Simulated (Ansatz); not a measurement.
Consider the redistribution: `CS[SiH2][SeH]` + `CB(N)[TeH]` → `[SeH][SiH2][TeH]` + `CSB(C)N`.

Program: Ansatz. Geometries: PBE0-D4/def2-TZVP. ΔE: electronic, gas phase. CBS: MP2 limit from def2 TZ/QZ plus the TZ coupled-cluster correction, frozen cores. Functionals use def2-TZVPP. Elements past krypton have def2 core potentials. For Se, Te outer-core shells are correlated without core-valence functions, which leaves a few kJ/mol of doubt a bond. Scalar relativity is left out up to krypton. One conformer a species, not always the lowest.

| species | PBE0-D4 energy (Eh) |
| --- | --- |
| `CS[SiH2][SeH]` | -3130.45682 |
| `CB(N)[TeH]` | -389.32791 |
| `[SeH][SiH2][TeH]` | -2961.13678 |
| `CSB(C)N` | -558.65415 |

Task: Work out ΔE.

Result: ΔE = (-2961.13678) + (-558.65415) − (-3130.45682) − (-389.32791) = -0.00620 Eh = -0.17 eV. CCSD(T)/CBS gives -0.13 eV.

Largest T1 diagnostic among the species: 0.011.

In def2-TZVPP, CCSD(T) changes the Hartree–Fock value by +0.05 eV (the triples alone add +0.01 eV) and MP2 by +0.05 eV.
